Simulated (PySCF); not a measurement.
Compound: C8H13P.
Structure used (PBE0-D3(BJ)/def2-SVP), in Å, numbered top down from 1:
```xyz
22
C8H13P angstrom
C     -2.6929   -1.1098    0.2944
C     -1.7561   -0.1317   -0.4069
C     -1.5012    1.1197    0.4171
P     -0.1978   -1.0407   -0.9496
C      0.7192   -1.1769    0.6128
C      1.9196   -0.6335    0.8522
C      2.6900    0.2507   -0.0784
C      1.9513    0.7376   -1.2861
C      0.7531    0.3092   -1.7036
H     -3.6639   -0.6342    0.5078
H     -2.8792   -2.0061   -0.3166
H     -2.2755   -1.4408    1.2595
H     -2.2177    0.1560   -1.3700
H     -2.4456    1.6486    0.6289
H     -0.8261    1.8172   -0.1005
H     -1.0333    0.8658    1.3818
H      0.2740   -1.8213    1.3790
H      2.4104   -0.8476    1.8095
H      3.6116   -0.2747   -0.4019
H      3.0727    1.1219    0.4861
H      2.4638    1.5120   -1.8697
H      0.3254    0.7436   -2.6146
```

The closed-shell ground state was solved at several levels (PySCF, density fitting, gas phase, non-relativistic).

```tsv
level	basis functions	HOMO (eV)	LUMO (eV)	gap (eV)	dipole (D)
PBE0/pcSseg-1	225	-5.94	-0.18	5.76	1.55
CAM-B3LYP/def2-SVPD	288	-7.13	0.88	8.01	1.48
```

Q: Estimate the row for PBE/pcSseg-1, a basis of 225 functions; the other rows only guide the guess.

A: HOMO -4.94 eV, LUMO -1.17 eV, gap 3.77 eV, dipole 1.45 D.

Q: Over all these levels, which gives the widest orbital gap and which the narrowest?

A: CAM-B3LYP/def2-SVPD (range-separated hybrid) has the widest, 8.01 eV, and PBE/pcSseg-1 (GGA) the narrowest, 3.77 eV. Functional and basis both differ between the two, so the spread mixes both effects.

Q: How far do the dipole and the HOMO energy spread over the levels?

A: The dipole runs from 1.45 to 1.55 D (mean 1.50 D) and the HOMO from -7.13 to -4.94 eV.

One conformer stands for the species.
